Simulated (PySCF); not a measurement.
From one molecule to another.

First species: C7H15PSi.
Cartesian coordinates in Å at the GFN2-xTB level; atoms count from 1:
```xyz
24
C7H15PSi angstrom
C      3.8286    0.3320   -1.2119
C      2.6761   -0.3259   -0.6347
C      1.6983   -0.8234   -0.1357
P      0.3476   -1.7275    0.5344
C      0.5257   -1.1749    2.3028
Si    -1.2793   -0.2856   -0.1345
C     -1.3849   -0.4413   -2.0329
C     -2.9202   -0.8670    0.6550
C     -0.9509    1.5458    0.3295
H      4.1647   -0.2141   -2.0936
H      4.6413    0.3616   -0.4858
H      3.5788    1.3530   -1.5036
H      0.6462   -0.0968    2.3757
H      1.3978   -1.6608    2.7376
H     -0.3574   -1.4854    2.8574
H     -1.5399   -1.4740   -2.3281
H     -0.4676   -0.1005   -2.5020
H     -2.2049    0.1460   -2.4329
H     -3.1237   -1.9021    0.3985
H     -3.7553   -0.2690    0.3053
H     -2.8939   -0.7949    1.7381
H     -1.0387    1.7075    1.4001
H      0.0524    1.8376    0.0312
H     -1.6525    2.2129   -0.1623
```

Second species: 1,4-naphthoquinone, C10H6O2.
Geometry (GFN2-xTB, Å), atoms numbered from 1 in this order:
```
atom  x, y, z in Å
O1     1.630   -2.398   -0.616
C2     1.426   -1.234   -0.331
C3     2.536   -0.282   -0.129
C4     2.343    1.002    0.179
C5     1.002    1.593    0.352
O6     0.855    2.766    0.636
C7    -0.137    0.669    0.160
C8    -1.434    1.151    0.309
C9    -2.520    0.310    0.138
C10   -2.321   -1.023   -0.186
C11   -1.035   -1.514   -0.337
C12    0.065   -0.679   -0.166
H13    3.528   -0.695   -0.248
H14    3.171    1.684    0.320
H15   -1.568    2.192    0.561
H16   -3.522    0.694    0.258
H17   -3.167   -1.680   -0.321
H18   -0.859   -2.549   -0.589
```

Levels: PBE0/pcSseg-1 for dipole moment, HOMO energy, LUMO energy and HOMO–LUMO gap; GFN2-xTB for rotational constant A and rotational constant C. Geometries: GFN2-xTB. All species are isolated and taken at one optimised geometry, non-relativistic unless stated; the electronic structure was computed with PySCF and density fitting.

The conformers computed, where there is a choice (atom-mapped SMILES and torsion angles):
- `[CH3:1][C:2]#[C:3][P:4]([CH3:5])[Si:6]([CH3:7])([CH3:8])[CH3:9]`: C3–P4–Si6–C7 70°

Question: Which of the two has the higher dipole moment, and by how much?

Answer: The first: 1.67 D against 1.40 D, a difference of 0.27 D.

Question: Which of the two has the higher HOMO energy, and by how much?

Answer: The first: -6.14 eV against -7.86 eV, a difference of 1.72 eV.

Question: Which has the higher rotational constant A?

Answer: The first: 1.499 GHz against 1.327 GHz, a difference of 0.172 GHz.

Question: Which has the higher LUMO energy?

Answer: The first: 0.30 eV against -3.41 eV, a difference of 3.71 eV.

Question: Which of the two has the higher rotational constant C, and by how much?

Answer: The first: 0.616 GHz against 0.605 GHz, a difference of 0.011 GHz.

Question: Which has the higher HOMO–LUMO gap?

Answer: The first: 6.44 eV against 4.45 eV, a difference of 1.99 eV.

On the first: A dipole of 1.67 D is allowed in C1, and pure rotational transitions are dipole-allowed. The dipole matches unit charges of opposite sign 0.35 Å apart (1 e·Å = 4.8032 D).

On the second: The dipole equals about 4.7 × 10⁻³⁰ C·m (1 D = 3.33564 × 10⁻³⁰ C·m). A dipole of 1.40 D is allowed in C2v, and pure rotational transitions are dipole-allowed.
